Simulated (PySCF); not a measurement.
Computed Raman spectrum (relative Raman activity) of a molecule C4H4OSe. Geometry optimised at ωB97X-D3(BJ)/def2-SVP. One conformer was computed; it need not be the lowest. Level of theory: ωB97X-D3(BJ)/def2-SVP (PySCF 2.14.0). Frequencies are harmonic and unscaled.

| ν (cm⁻¹) | relative intensity |
|---|---|
| 95 | 2.1 |
| 232 | 2.0 |
| 376 | 2.3 |
| 493 | 7.6 |
| 617 | 5.7 |
| 677 | 2.5 |
| 776 | 5.7 |
| 802 | 2.9 |
| 913 | 3.8 |
| 1006 | 2.8 |
| 1033 | 4.9 |
| 1083 | 7.3 |
| 1121 | 11 |
| 1359 | 2.9 |
| 1417 | 3.4 |
| 1680 | 12 |
| 1885 | 13 |
| 2953 | 94 |
| 3131 | 71 |
| 3232 | 71 |
| 3270 | 100 |

Which structure fits?
(A) C=C=C1OC[Se]1
(B) C=C1C[Se]C1=O
(C) O=C[C@@H]1C=C[Se]1
(D) C=C1[Se]CC1=O

C, O=C[C@@H]1C=C[Se]1
